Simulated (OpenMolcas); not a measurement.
Co2+ with its 6 nearest fluoride ions at 2.031 Å, on the Mg site of KMgF3 (a = 3.973 Å, distance in the model lattice 1.986 Å). The rest of the host is ab initio model potentials to 7.6 Å, with orthogonalisation functions on the cations behind the ligands, and point charges beyond; the distance is set by hand and nothing relaxes. Ligand basis ANO-RCC-VDZP.
```
Co    0.0000    0.0000    0.0000
F     2.0310    0.0000    0.0000
F     0.0000    2.0310    0.0000
F    -2.0310    0.0000    0.0000
F     0.0000   -2.0310    0.0000
F     0.0000    0.0000    2.0310
F     0.0000    0.0000   -2.0310
```

```json
{
 "Program": "OpenMolcas",
 "Method": "SS-CASPT2, IPEA 0.25 Eh, imaginary shift 0.1 Eh (closed shells correlated: 3s 3p and the ligand valence shells)",
 "Basis": "ANO-RCC-VDZP [5s4p2d1f]",
 "Scalar Hamiltonian": "DKH2, point nucleus",
 "Active space": "7 electrons in 5 orbitals (3d)",
 "State averaging": "2S+1 = 4 even, 10 roots; 2S+1 = 2 even, 40 roots",
 "Spin-orbit coupling": "RASSI with atomic mean-field integrals over the reference wave functions"
}
```

What is the spin-free ground state (labels of O, the rotations of Oh)?

4T1, 3-fold in its orbital part, 98 % from free-ion F terms; it has the highest spin that d7 allows.

Where is the first state of the same spin?

4T2 at 8130 cm-1 above the ground state.

What are the lowest two levels with spin-orbit coupling?

A 2-fold level Γ6 with g = 4.42, 4.42, 4.42, then a 4-fold level Γ8 360 cm-1 above it. Their leading multiplicities are 4 (100 %) and 4 (100 %).

What is χT at 300 K, and how does it compare with the textbook value?

The lowest level has 2S+1 = 4, for which the spin-only value is χT = S(S+1) / 2 = 1.875 cm3 K/mol (g = 2). The computed 3.517 at 300 K differs by +1.642, through orbital momentum, spin-orbit coupling and any other state in reach. With a threefold ground state the orbital momentum is unquenched, so the spin-only value is not expected to hold.

Roots that are degenerate in the reference are averaged as groups; the widest CASPT2 spread within a group is 850 cm-1 (the 3-fold group of multiplicity 4 near 8130 cm-1 above the lowest state of its run). Shifts and gaps below about the spread of the groups concerned are not significant. Over all roots computed the reference weight is 0.74 to 0.75; a low but even weight reflects the number of correlated electrons. An orbital triplet at a regular site is open to Jahn-Teller coupling, which can distort the site and quench the lowest spin-orbit gaps and is left out. A single d shell leaves out the double-shell effect, which counts most for late 3d ions, where the CASPT2 field can be off either way by tens of per cent. Ligand-to-metal charge-transfer states are missing. These CASPT2 states fit no ligand-field parameters well, so their order and spin gaps are uncertain. For late 3d ions with one d shell CASPT2 can put B and the spin-flip bands somewhat low as well as high. With one d shell and no ligand orbital active, 10Dq can be off by tens of per cent for divalent 3d ions, low with halides held by bare charges and at times high in hosts. Free-ion shares, where given, are those of the reference states; single-state CASPT2 does not remix them. No measured value stands beside these numbers; the geometry was set by hand and not optimised.
